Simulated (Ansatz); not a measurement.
Reaction (substitution at a C–C bond): `CC(C)[TeH]` + `O[SiH2][SiH](O)F` → `CO[SiH2][SiH](O)F` + `CC[TeH]`

Computed with Ansatz on PBE0-D4/def2-TZVP structures; ΔE is electronic, products minus reactants. CCSD(T)/CBS is the MP2 limit (def2-TZVPP, def2-QZVPP) plus CCSD(T) − MP2 in def2-TZVPP, frozen cores. Functionals use def2-TZVPP. B3LYP here is the variant with VWN-RPA as its local correlation; programs differ in this. def2 core potentials past Kr. For Te outer-core shells are correlated without core-valence functions, which leaves a few kJ/mol of doubt a bond. One conformer a species, not always the lowest.

```tsv
level	ΔE (kJ/mol)	difference from CCSD(T)/CBS
PBE-D4	60.0	-4.4
B3LYP-D4	53.4	-11.0
ωB97M-V	59.8	-4.6
PBE	56.3	-8.1
PBE0	56.8	-7.6
SCS-MP2/def2-TZVPP	61.2	-3.2
CCSD/def2-TZVPP	58.5	-5.9
HF/def2-QZVPP	37.5	-26.9
MP2/def2-QZVPP	71.2	6.8
HF/CBS(def2)	37.4	-27.0
CCSD(T)/CBS	64.4	0
```

Largest T1 diagnostic among the species: 0.012.

In def2-TZVPP, CCSD(T) changes the Hartree–Fock value by +23.3 kJ/mol (the triples alone add +3.1 kJ/mol) and MP2 by +31.5 kJ/mol. The D4 term adds +6.2 kJ/mol with B3LYP and +3.1 kJ/mol with PBE0; it sums over pairs of atoms, weighted by their polarisabilities, and B3LYP, whose exchange is more repulsive, gets the larger term.
